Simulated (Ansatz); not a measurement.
Cl$_{2}$H$_{4}$OSi$_{2}$, SMILES `O[SiH](Cl)[SiH2]Cl`, relaxed with RKS PBE-D4/def2-SVP in Ansatz from a rough embedded geometry. The force threshold is 0.03 eV/Å; the program also tests the step.

Charge 0, multiplicity 1.

Start:

```xyz
9

O    -1.110   -1.755    0.137
Si    0.198   -0.788   -0.251
Cl    1.664   -1.498    0.976
Si   -0.144    1.471    0.038
Cl    1.464    2.587   -0.434
H    -0.876   -2.550    0.602
H     0.625   -1.158   -1.637
H    -0.533    1.763    1.421
H    -1.289    1.929   -0.852
```

(1) How much energy does the relaxation release, and in how many steps? (An estimate is asked.)

(2) Which bonds change most? (Estimate.)

(3) Give the relaxed structure. (Estimate.)

Answers

(1) Computed: 27.38 kJ/mol, in 10 steps, 2 of them rejected.

(2) The calculation gave: Si4–Cl5 from 2.014 to 2.090 Å; Si2–Cl3 from 2.039 to 2.092 Å; Si2–Si4 from 2.303 to 2.345 Å; Si4–H8 from 1.466 to 1.502 Å.

(3) The calculation gave: 
```xyz
9

O    -1.132   -1.641    0.290
Si    0.258   -0.835   -0.189
Cl    1.873   -1.276    1.064
Si   -0.211    1.449    0.060
Cl    1.499    2.471   -0.573
H    -1.119   -2.611    0.207
H     0.688   -1.229   -1.576
H    -0.481    1.779    1.500
H    -1.375    1.893   -0.783
```
